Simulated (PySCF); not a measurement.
C5H7Cl.

```xyz
13

C      2.9862     0.6248    -0.4484
C      1.8523     0.4828    -0.0468
C      0.4666     0.3119     0.4034
C     -0.2692     1.6576     0.4980
C     -0.2294    -0.6822    -0.5399
Cl    -1.8801    -1.1223     0.0464
H      3.9947     0.7520    -0.7938
H      0.4867    -0.1508     1.4063
H     -0.2990     2.1509    -0.4861
H     -1.3004     1.4986     0.8429
H      0.2425     2.3292     1.2021
H      0.3417    -1.6160    -0.6135
H     -0.3432    -0.2536    -1.5452
```
Charge 0, spin multiplicity 1.

Geometry: B3LYP-D3(BJ)/def2-SVP. The structure was generated by enumeration; whether it is a known compound was not checked. Other conformers were not sampled.

Method: PBE/pcSseg-1 (PySCF). Non-relativistic, no solvent.

Computed absolute GIAO shielding of each atom: isotropic value and principal components (ppm):
| atom | σ(iso) | σ11 | σ22 | σ33 | span |
|---|---|---|---|---|---|
| C1 | 106.0 | 34.8 | 38.8 | 244.3 | 209.6 |
| C2 | 93.1 | -12.5 | -3.0 | 294.8 | 307.4 |
| C3 | 146.2 | 132.7 | 141.3 | 164.4 | 31.7 |
| C4 | 159.8 | 146.1 | 152.8 | 180.6 | 34.5 |
| C5 | 122.0 | 90.6 | 124.3 | 151.0 | 60.4 |
| Cl6 | 817.7 | 623.3 | 760.3 | 1069.5 | 446.2 |
| H7 | 29.4 | 24.5 | 24.5 | 39.1 | 14.7 |
| H8 | 28.7 | 25.0 | 28.1 | 32.8 | 7.8 |
| H9 | 30.4 | 27.6 | 28.0 | 35.7 | 8.1 |
| H10 | 29.4 | 23.8 | 30.0 | 34.3 | 10.4 |
| H11 | 29.9 | 26.0 | 27.6 | 36.1 | 10.2 |
| H12 | 27.5 | 21.2 | 28.7 | 32.6 | 11.5 |
| H13 | 28.0 | 22.9 | 28.3 | 32.9 | 10.0 |
